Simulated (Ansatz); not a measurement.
**Counterpoise correction, worked out**

The pair of CH$_{2}$O (SMILES C=O, atoms 1–4) and H$_{2}$Te (SMILES [TeH2], atoms 5–7), both closed shells, in one local arrangement (a lower one may exist), relaxed at PBE0-D4/def2-TZVP:

| atom | x (Å) | y (Å) | z (Å) |
| --- | --- | --- | --- |
| C1 | -0.1337 | -0.1234 | -1.6042 |
| O2 | 1.0370 | -0.1282 | -1.8573 |
| H3 | -0.6811 | 0.8086 | -1.3622 |
| H4 | -0.7405 | -1.0503 | -1.6058 |
| Te5 | 0.1921 | -0.5756 | 1.9082 |
| H6 | -0.7179 | 0.2786 | 2.9971 |
| H7 | 1.0439 | 0.7901 | 1.5241 |

Computed with Ansatz 0.2.0 (basis: def2-TZVPPD); correlated methods freeze the cores. Filled d shells of the heavier atoms are correlated. Core potentials replace the inner electrons of the atoms past krypton. The def2 sets are not built for correlating such inner shells, so the correlated values are less sure here.

MP2 total energies in eV:

| system | geometry | basis functions | energy |
| --- | --- | --- | --- |
| pair | pair | all | -10420.59938 |
| CH$_{2}$O | as in the pair | all (partner as ghosts) | -3110.62366 |
| H$_{2}$Te | as in the pair | all (partner as ghosts) | -7309.91056 |
| CH$_{2}$O | as in the pair | its own | -3110.61862 |
| H$_{2}$Te | as in the pair | its own | -7309.88322 |
| CH$_{2}$O | free (PBE0-D4 minimum) | its own | -3110.61563 |
| H$_{2}$Te | free (PBE0-D4 minimum) | its own | -7309.88325 |

(1) Work out the interaction energy with and without the counterpoise correction, the superposition error, and the binding energy from the relaxed fragments.

The T1 diagnostic stays at or below 0.016.

Answers

(1) Without correction: -10420.59938 − (-3110.61862) − (-7309.88322) = -0.09754 eV.
With correction (each fragment in the whole basis): -10420.59938 − (-3110.62366) − (-7309.91056) = -0.06516 eV = -1.50 kcal/mol.
The superposition error is the difference, 0.03238 eV, 33 % of the uncorrected value: each fragment borrows its partner's functions.
Deformation from the free shapes: -0.00299 eV for CH$_{2}$O and 0.00003 eV for H$_{2}$Te (a small negative value is possible, since the free shapes are minima of another method).
Binding energy from relaxed fragments: -0.06516 + (-0.00299) + 0.00003 = -0.06812 eV = -1.57 kcal/mol (electronic, without zero-point energy; negative means bound). For comparison, the corrected interaction energy by CCSD(T) at an estimated basis limit (MP2 extrapolated from triple and quadruple zeta, plus CCSD(T) − MP2 in triple zeta) is -0.068 eV.

For scale, one of the runs: CCSD(T)/def2-TZVPPD, 204 basis functions, launched by `ansatz run in.yaml --threads 4 --pin off --events-out ev --progress --plain --max-ram 9574MiB`. Time: 66 s of wall clock on 4 CPU threads of an Arm Neoverse V2; the host was shared. Peak host memory: 3 GiB.
